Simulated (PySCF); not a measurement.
## Two-dimensional NMR puzzle

Compound of formula C4H7F3OSi2. Correlations simulated from computed shifts and the bond graph:

HSQC (one-bond C–H):
```
  δH     δC
9.68  202.2
7.92  162.9
```

COSY cross peaks (H two or three bonds apart, from the bond graph; peaks can be absent where the dihedral angle is near 90°):
```
  δH    δH
7.92  4.78
```

HMBC (two and three bonds, from the bond graph):
```
  δH                   δC
9.68         171.7, 162.9
7.92  202.2, 171.7, 140.0
4.78  171.7, 162.9, 140.0
4.13  202.2, 171.7, 162.9
```

Carbons without hydrogens: δ 171.7, 140.0.

Theory: GFN2-xTB structure, shielding tensors at PBE0/pcSseg-1 (GIAO), in PySCF (non-relativistic Hamiltonian, equivalent nuclei averaged, a single conformation, in vacuum).

Referencing at the same level of theory: TMS for ¹H (31.72 ppm) and ¹³C (186.93 ppm).

Exchangeable hydrogens are left out of these lists.

Question: Assemble the structure.

Answer: `O=C/C([SiH3])=C/[SiH2]C(F)(F)F`.

Atoms are numbered as in `[O:1]=[CH:2]/[C:3]([SiH3:4])=[CH:5]/[SiH2:6][C:7]([F:8])([F:9])[F:10]`. Each H is labelled by its parent atom.

δC 202.2 is C2, an aldehyde carbonyl carbon (δH 9.68). δC 171.7 is C3, an α carbon of a C=C–C=O unit. δC 162.9 is C5, a β carbon of a C=C–C=O unit (δH 7.92). δC 140.0 is C7, a CF3 carbon. HMBC from δH 9.68 reaches the proton-free carbon C3. HMBC from δH 7.92 reaches the proton-free carbons C3, C7. HMBC from δH 4.78 reaches the proton-free carbons C3, C7. HMBC from δH 4.13 reaches the proton-free carbon C3. COSY links 7.92–4.78.

The shifts were computed for this structure.

Shifts are as computed. Against solution values, carbons near 30 ppm lie about +3 ppm off and those near 130 ppm about +5 ppm. Of 1211 compounds with measured shifts, 218 miss one by over three times the rms of a fit or turn the order of signals round; such compounds aren't used in these exercises.
